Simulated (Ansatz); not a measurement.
**SnH3Cl (SMILES [Cl][SnH3]): methods side by side**

SnH3Cl: 5 atoms, total charge 0, spin state singlet. SMILES: `[Cl][SnH3]`. The coordinates come from a PBE0-D4/def2-TZVP relaxation.

```xyz
5

Cl   -1.8394    0.3324    1.0299
Sn    0.1689   -0.0445   -0.0975
H    -0.1205    0.3629   -1.7224
H     0.5227   -1.6942    0.1111
H     1.3182    0.9699    0.6374
```

Each level gives the energy change with the Sn2–H4 bond stretched from 1.700 to 3.400 Å (eV). The values are calculated.

| level | kind | program | value (eV) | less FCI/STO-3G | CPU time (all runs) |
| --- | --- | --- | --- | --- | --- |
| r2SCAN/STO-3G (restricted) | meta-GGA | Ansatz | 5.83 | +1.52 | 12 s |
| B3LYP/STO-3G (restricted) | global hybrid | Ansatz | 5.92 | +1.61 | 5.1 s |
| r2SCAN0/STO-3G (restricted) | hybrid meta-GGA | Ansatz | 6.39 | +2.08 | 12 s |
| CAM-B3LYP/STO-3G (restricted) | range-separated hybrid | Ansatz | 6.54 | +2.23 | 5.6 s |
| wB97M-V/STO-3G (restricted) | range-separated hybrid | Ansatz | 6.60 | +2.29 | 55 s |
| B2PLYP/STO-3G (restricted) | double hybrid | Ansatz | 5.90 | +1.59 | 7.2 s |
| RPA@PBE/STO-3G (restricted) | RPA | Ansatz | 5.16 | +0.85 | 7 s |
| BCCD(T)/STO-3G (restricted) | coupled cluster or CI | Ansatz | 4.31 | 0.00 | 1.8 s |
| FCI/STO-3G | exact in the basis | Ansatz | 4.31 | 0.00 | 24 s |

FCI/STO-3G is exact within its basis and frozen core, so for wave-function methods in that basis the difference is their error; functionals converge differently with the basis, so for them it is only a difference. All-electron rows without a relativistic Hamiltonian named are non-relativistic. The first shape isn't each level's own minimum. The values span 4.31 to 6.60 eV. All rows use very small basis sets, so none should be taken for the real molecule's value. In the correlated wave-function rows the outer d shell of Sn is correlated, in sets not made for it. Times are those of the runs behind each value, whatever else they computed, on shared processors of several kinds: orders of magnitude only.
